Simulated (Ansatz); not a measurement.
One geometry of the cluster Pd₂S₂, several levels of theory.

```yaml
crystal:
  periodic: [false, false, false]
  atoms:
    - {symbol: Pd, position_ang: [-0.016036, -1.383917, -0.067459]}
    - {symbol: Pd, position_ang: [0.016035, 1.383916, 0.067419]}
    - {symbol: S, position_ang: [1.721638, -0.018005, -0.039791]}
    - {symbol: S, position_ang: [-1.721638, 0.018006, 0.039832]}
basis:
  gaussian: {orbitals: def2-TZVP, initial_orbitals: start.molden}
hamiltonian: {xc: hse06, dispersion: d4}
scf: {omitted_lower_state_checks: [starts]}
output: {orbitals: {seedname: orbitals}}
```

The file start.molden holds the orbitals of an earlier run on this structure, at another level or in another basis.

```sh
$ ansatz run in.yaml --threads 4 --pin off --events-out ev --progress --plain --max-ram 3916MiB
```

Output, abridged:

```
Functional definition: HSE06
1352 factors; their error is unknown
80 factors; integrals over basis functions are off by at most 2.4e-5 eV
mean field evaluation 1: about -28625.1405 eV, gradient 4.8e-1 eV
mean field evaluation 2: about -28625.1409 eV, gradient 6.4e-4 eV
mean field evaluation 4: about -28625.2945 eV, gradient 6.4e-5 eV
mean field evaluation 8: about -28625.2945 eV, gradient 6.3e-5 eV
mean field -28625.29449246 eV, -1051.9601696762 hartree, gradient 1.6e-5 eV, S^2 0.000000; 0 other end points of the search recorded, 0 dependent functions left out
reference -28625.29453940 eV, -1051.9601714015 hartree; 34, 34 occupied and 120, 120 virtual orbitals, 1352 factors
Total energy: -28625.48219987 eV, -1051.9670677966 hartree
Checks for a lower state left out: starts
```

Hardware: 4 threads of Arm Neoverse V1 on a shared host. Wall time 3.1 s.

First input, but with `hamiltonian: {xc: r2scan, dispersion: d4}` (abridged; 5.5 s):

```
Functional definition: r2SCAN
mean field -28635.75244379 eV, -1052.3444922990 hartree, gradient 9.4e-6 eV, S^2 0.000000
Total energy: -28635.79565225 eV, -1052.3460801806 hartree
Checks for a lower state left out: starts
```

The first input with `hamiltonian: {xc: pbe, dispersion: d4}` (abridged; 1.8 s):

```
Functional definition: PBE
mean field -28627.05517308 eV, -1052.0248734957 hartree, gradient 2.4e-5 eV, S^2 0.000000
Total energy: -28627.28601644 eV, -1052.0333568329 hartree
Checks for a lower state left out: starts
```

As the first input, with `hamiltonian: {xc: {name: wB97M-V}}` (abridged; 32 s):

```
Functional definition: wB97M-V
mean field evaluation 16: about -28627.8158 eV, gradient 1.2e-5 eV
mean field -28627.81579245 eV, -1052.0528257421 hartree, gradient 1.2e-5 eV, S^2 0.000000
Total energy: -28627.81584893 eV, -1052.0528278175 hartree
Checks for a lower state left out: starts
```

As the first input, with `hamiltonian: {xc: pbe}`, `correlation: {method: rpa}` and without the key `output` (abridged; 8 s):

```
Functional definition: PBE
mean field -28627.05516604 eV, -1052.0248732371 hartree, gradient 2.5e-6 eV, S^2 0.000000; unrestricted orbitals would lower it
mean field evaluation 16: about -28547.2720 eV, gradient 3.8e0 eV
10 core orbitals not correlated: weight in the atoms' cores, before any rotation towards them, 1.000 or more for the frozen orbitals, at most 0.000 for the correlated occupied ones
Total energy: -28599.02940442 eV, -1050.9949454941 hartree
Checks for a lower state left out: starts
```

As the first input, with `gaussian: {orbitals: def2-TZVPD, initial_orbitals: start.molden}`, `hamiltonian: {xc: r2scan, dispersion: d4}` (abridged; 7 s):

```
Functional definition: r2SCAN
mean field -28635.76817911 eV, -1052.3450705615 hartree, gradient 1.4e-5 eV, S^2 0.000000
Total energy: -28635.81139310 eV, -1052.3466586462 hartree
Checks for a lower state left out: starts
```

The first input with `hamiltonian: {xc: {name: r2SCANh}, dispersion: d4}` (abridged; 6 s):

```
Functional definition: r2SCANh
mean field -28634.08383881 eV, -1052.2831721970 hartree, gradient 1.5e-5 eV, S^2 0.000000
Total energy: -28634.13327208 eV, -1052.2849888362 hartree
Checks for a lower state left out: starts
```

Geometry: PBE0-D4/def2-SVP.

In the def2 sets Pd takes a core potential; there is no spin–orbit coupling. HSE06 is defined as in plane-wave codes, on full-range PBE exchange. Correlated methods freeze 10 core orbitals; core or outer-core shells of Pd are correlated, in sets that lack core-valence functions. The restricted singlet is unstable towards broken spin symmetry at other levels; at HSE06-D4/def2-TZVP, ωB97M-V/def2-TZVP, r2SCAN-D4/def2-TZVPD, r2SCANh-D4/def2-TZVP this wasn't settled. At r2SCAN-D4/def2-TZVP, PBE-D4/def2-TZVP, RPA@PBE/def2-TZVP the restricted singlet (for correlated methods, its reference) is unstable: a solution with broken spin symmetry lies lower. The geometry of the singlet was relaxed on an unsound state (restricted singlet, unstable towards broken spin symmetry at other levels and untested here). The order of the spin states hangs on the level: the triplet lies 0.33 eV below the singlet at PBE0-D4/def2-TZVP, but 0.05 eV above it at RPA@PBE/def2-TZVP. The singlet is doubtful at PBE0-D4/def2-TZVP (restricted singlet, unstable towards broken spin symmetry). The singlet is doubtful at RPA@PBE/def2-TZVP (restricted singlet, unstable towards broken spin symmetry). The structure comes from a short search, and lower isomers may exist.
